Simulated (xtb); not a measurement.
xtb input (GFN-FF):

```bash
xtb mol.xyz --gfnff --opt tight --chrg 0 --uhf 0
```
mol.xyz:
```
6

Bi     0.00000000    -0.00000000    -0.00000000
H     -0.00119215    -0.01758481     1.86604734
H      0.00119215     0.01758481    -1.86604734
H      1.79921888    -0.00095285     0.00114048
H     -0.89879359     1.55857681     0.01411314
H     -0.90042529    -1.55762396    -0.01525362
```

End of the output:

```
         :::::::::::::::::::::::::::::::::::::::::::::::::::::
         ::                     SUMMARY                     ::
         :::::::::::::::::::::::::::::::::::::::::::::::::::::
         :: total energy              -0.264637399798 Eh    ::
         :: gradient norm              0.000068602630 Eh/a0 ::
         ::.................................................::
         :: bond energy               -0.269567928607 Eh    ::
         :: angle energy               0.001145046317 Eh    ::
         :: torsion energy             0.000000000000 Eh    ::
         :: repulsion energy           0.005468122374 Eh    ::
         :: electrostat energy        -0.000150176722 Eh    ::
         :: dispersion energy         -0.001532463161 Eh    ::
         :: HB energy                  0.000000000000 Eh    ::
         :: XB energy                  0.000000000000 Eh    ::
         :: bonded atm energy          0.000000000000 Eh    ::
         :: external energy            0.000000000000 Eh    ::
         :: add. restraining           0.000000000000 Eh    ::
         :: total charge              -0.000000000000 e     ::
         :::::::::::::::::::::::::::::::::::::::::::::::::::::

           -------------------------------------------------
          |                Property Printout                |
           -------------------------------------------------

molecular dipole:
                 x           y           z       tot (Debye)
 q only:        0.000      -0.000      -0.000       0.000
           -------------------------------------------------
          |                Geometry Summary                 |
           -------------------------------------------------

      molecular mass/u    :      214.0201028
   center of mass at/Å    :        0.0000000      -0.0000000      -0.0000000
  moments of inertia/u·Å² :        0.1005289E+02   0.1170050E+02   0.1170050E+02
rotational constants/cm⁻¹ :        0.1676895E+01   0.1440762E+01   0.1440762E+01

 * 5 selected distances

     #   Z          #   Z                                           value/Å
     1  83 Bi       2   1 H                                       1.8195432
     1  83 Bi       3   1 H                                       1.8195432 (min)
     1  83 Bi       4   1 H                                       1.8233384
     1  83 Bi       5   1 H                                       1.8233384 (max)
     1  83 Bi       6   1 H                                       1.8233384

 * 1 distinct bonds (by element types)

   Z      Z             #   av. dist./Å        max./Å        min./Å
   1 H   83 Bi          5     1.8218203     1.8233384     1.8195432

optimized geometry written to: xtbopt.xyz

           -------------------------------------------------
          | TOTAL ENERGY               -0.264637399798 Eh   |
          | GRADIENT NORM               0.000068602630 Eh/α |
           -------------------------------------------------
########################################################################
[WARNING] Runtime exception occurred
-1- gfnff_setup: Could not read topology file.
########################################################################
Note: The following floating-point exceptions are signalling: IEEE_UNDERFLOW_FLAG IEEE_DENORMAL
normal termination of xtb

------------------------------------------------------------------------
------------------------------------------------------------------------
 total:
 SCF:
 ANC optimizer:
```
